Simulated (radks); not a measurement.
The numbers below are computed, except where a source is named.
Valence configurations of C I (all share [He]). Code: a radial shooting solver on a logarithmic mesh with Libxc functionals. Model: scalar-relativistic Kohn-Sham, BLYP, spin-polarised, spherical densities, finite nucleus; open shells are filled with parallel spins first; Fermi nuclear charge, rms radius 2.4702 fm. Energies are relative to 2s2 2p2; eigenvalues in eV for spin up.

\begin{tabular}{lrrrr}
valence & E (eV) & moment (Bohr magnetons) & e(2p) & e(2s) \\ \hline
2s2 2p2 & 0.000 & 2 & -5.919 & -14.385 \\
2s1.5 2p2.5 & 2.690 & 3 & -6.255 & -14.789 \\
2s1 2p3 & 4.674 & 4 & -6.491 & -15.087 \\
2s0.5 2p3.5 & 10.968 & 3 & -6.822 & -15.400 \\
2p4 & 16.693 & 2 & -6.883 & - \\
\end{tabular}

NIST lists [He] 2s2 2p2 as the ground configuration; this level of theory agrees among the configurations tried. The energies are those of spherical high-spin densities, not of single terms.
